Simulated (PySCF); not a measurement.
# How strongly Ga binds etchant and ambient atoms

PBE in PySCF with def2-TZVPPD on every atom, for the lowest determinant that a PBE0 search found; no spin–orbit coupling. D0 is De less the harmonic zero-point energy.

| X | state of GaX | D0(GaX) (eV) | D0(X₂) (eV) |
| --- | --- | --- | --- |
| H | singlet (closed shell) | 2.80 | 4.27 |
| F | singlet (closed shell) | 6.28 | 2.22 |
| Cl | singlet (closed shell) | 4.95 | 2.81 |
| Br | singlet (closed shell) | 4.49 | 2.48 |
| O | doublet (σ ↑) | 4.76 | 6.13 |

Task: Give the energy of Ga + X₂ → GaX + X at 0 K for each X.

Result: H: 4.27 − 2.80 = +1.47 eV; F: 2.22 − 6.28 = -4.06 eV; Cl: 2.81 − 4.95 = -2.14 eV; Br: 2.48 − 4.49 = -2.01 eV; O: 6.13 − 4.76 = +1.37 eV (PBE/def2-TZVPPD; negative means exothermic).

Task: Does an atom of Br displace O from GaO?

Result: GaO + Br → GaBr + O has ΔE = 4.76 − 4.49 = +0.27 eV at PBE/def2-TZVPPD, so it is uphill.

Gas-phase diatomics only hint at surface chemistry, where an atom holds several bonds.

States were picked by a PBE0 search and need not be the measured ground states.
